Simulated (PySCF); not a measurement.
Tb⁵⁶⁺: fine-structure interval

Tb⁵⁶⁺ [He] 2s2 2p5 [2p1/2^2 2p3/2^3, M_J = 3/2] → Tb⁵⁶⁺ [He] 2s2 2p5 [2p1/2^1 2p3/2^4, M_J = 1/2], as a difference of total energies. All numbers are calculated (PySCF 2.14, the two-component X2C-1e Hamiltonian, in an even-tempered Gaussian basis (17 s from 37 bohr⁻², ratio 2.4; 13 p from 48 bohr⁻², ratio 2.4; 5 d from 170 bohr⁻², ratio 2.6; 4 f from 250 bohr⁻², ratio 2.6)). Correlated levels: nothing frozen; the 30 highest virtual spinors dropped. "Screened" scales the spin-orbit matrix elements by Boettger's factors to mimic the two-electron term; Breit and QED terms are absent.

```csv
method,fine-structure interval (cm⁻¹)
GHF (screened spin-orbit),6277300
GMP2 (screened spin-orbit),6278600
GHF (bare spin-orbit),6493700
```
